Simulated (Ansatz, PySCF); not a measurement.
Reaction (SMILES): [Sb]#[Sb] -> [Sb]#[Sb] as triplet, charge 0
Geometries: B3LYP-D3(BJ)/def2-TZVP minima from Ansatz (an electronic-structure program). Unstable Hartree-Fock reference: [Sb]#[Sb]. Markedly spin-contaminated UHF reference, which strains HF, MP2 and, less, CCSD(T): [Sb]#[Sb] as triplet, charge 0. High T1 diagnostic, so coupled cluster is less sure: [Sb]#[Sb] as triplet, charge 0. A spin state is the lowest found, not a proven ground state.

Quantity: adiabatic triplet-singlet gap (0 K, with B3LYP-D3(BJ) harmonic zero-point energies from PySCF), in eV. Correlated levels leave the core frozen unless marked. UHF or UKS for open shells. No spin-orbit coupling. The frozen core is the preceding noble-gas configuration, with the filled d and f shells of earlier blocks. Past Kr the def2 sets carry scalar-relativistic core potentials. CBS(X,Y): correlation extrapolated as X^-3; Hartree-Fock from the larger set.

```json
[
 {"level": "PBE0/def2-SVP", "program": "Ansatz", "adiabatic triplet-singlet gap (eV)": "1.25"},
 {"level": "PBE0-D4/def2-TZVPD", "program": "Ansatz + dftd4", "adiabatic triplet-singlet gap (eV)": "1.26"}
]
```

Task: Predict the CCSD(T)/CBS(def2-TZVPPD,def2-QZVPPD) result (Ansatz).

Result: 1.50 eV
